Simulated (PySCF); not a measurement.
Species: C2H7AlAsN.
SMILES with atom numbers: `[CH3:1][C:2]#[N+:3][AlH2-:4][AsH2:5]` (hydrogens: H6, H7, H8 on C1; H9, H10 on Al4; H11, H12 on As5)

Method used: PySCF, PBE0-D3(BJ)/def2-SVP geometry optimisation, gas phase.

Question: List the bond lengths and angles at this level.

Answer: 
```tsv
bond	length (pm)	order
C1–C2	144.5	single
C2≡N3	115.2	triple
N3–Al4	202.8	single
Al4–As5	247.5	single
C1–H6, C1–H7, C1–H8	110.0	single
Al4–H9, Al4–H10	160.0	single
As5–H11, As5–H12	152.6	single
```

Bonds in one row agree within 1 pm and their mean is given. Orders are formal, as drawn. A selection of angles:
```tsv
angle	degrees
C2–C1–H6	109.9
H6–C1–H7	109.3
C1–C2–N3	178.9
C2–N3–Al4	173.0
N3–Al4–As5	96.2
N3–Al4–H9	100.4
As5–Al4–H9	119.7
As5–Al4–H10	114.1
H9–Al4–H10	119.2
Al4–As5–H11	91.8
Al4–As5–H12	94.0
H11–As5–H12	92.3
```

The 5 heavy atoms lie in one plane (0.009 Å rms). As5 (arsenic bonded to Al and 2 H) is pyramidal (angles 94.0°, 92.3° and 91.8°, sum 278.1°, 0.94 Å off the plane of its three neighbours). Al4 (aluminium bonded to As, N and 2 H) has angles from 96.2° to 119.7°.

No PBE0-D3(BJ)/def2-SVP frequencies stand behind this structure, so it isn't proved a minimum. The numbers are those of one conformer (N3–Al4–As5–H -163° and 104°).
